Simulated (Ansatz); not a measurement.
Species: HgF2, net charge 0, singlet state. 
Geometry from a B3LYP-D3(BJ)/def2-TZVP (Ansatz, a program for electronic structure) optimisation:
```xyz
3

F      0.0000     0.0000    -1.9351
Hg     0.0000     0.0000     0.0000
F      0.0000     0.0000     1.9351
```

Quantity: atomisation energy (electronic, to ground-state atoms), in kJ/mol. Cores are frozen in the correlated levels unless marked. Open shells are spin-unrestricted. No spin-orbit coupling. The frozen core is the preceding noble-gas configuration, with the filled d and f shells of earlier blocks. In def2 rows, elements after Kr have scalar-relativistic effective core potentials. The coupled-cluster limit lacks core correlation, which all-electron functionals hold. CBS marks a two-point X^-3 extrapolation of the correlation energy; Hartree-Fock from the larger set.

| level | program | atomisation energy (kJ/mol) |
|---|---|---|
| HF/def2-TZVPP | Ansatz | 239.9 |
| SVWN5/def2-TZVPD | Ansatz | 717.1 |

**Question.** What does CCSD(T)/CBS(def2-TZVPPD,def2-QZVPPD) (Ansatz) give?

**Answer.** 525.5 kJ/mol, so SVWN5/def2-TZVPD differs from it by 191.6 kJ/mol.
